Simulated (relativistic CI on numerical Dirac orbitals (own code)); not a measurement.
## Ti2+: K-alpha X-ray emission

Computed with this model: Dirac-Coulomb-Breit CI, orbitals from a KLI potential per configuration, model QED (radiative potential, 1s self-energy scaled to tabulated hydrogen-like ionisation energies), valence Slater integrals scaled by 0.8, multiplet model of X-ray emission after core ionisation; configurations [Ar] 3d2 → 1s 2s2 2p6 3s2 3p6 3d2 → [He] 2s2 2p5 3s2 3p6 3d2; 300 K; Lorentzian 1.8 eV and Gaussian 0.6 eV FWHM. Energies are those of the free ion, without screening or charge transfer. S is read from ⟨S²⟩ = S(S + 1).

free ion: ground-state S = 1.00, centroid 4507.78 eV. Peaks (eV, height): 4504.0 (47), 4510.0 (100).

Strongest unbroadened transitions for free ion:

```csv
Energy (eV),Relative strength
4501.39,23.3
4503.13,17.8
4503.99,36.0
4504.00,22.8
4504.19,15.6
4504.35,15.6
4504.38,19.5
4509.24,15.4
4509.44,15.8
4509.46,17.7
4509.66,53.9
4509.68,14.8
4509.82,100.0
4510.14,64.8
4510.33,43.2
4510.53,15.6
4510.66,26.4
4510.73,28.0
```
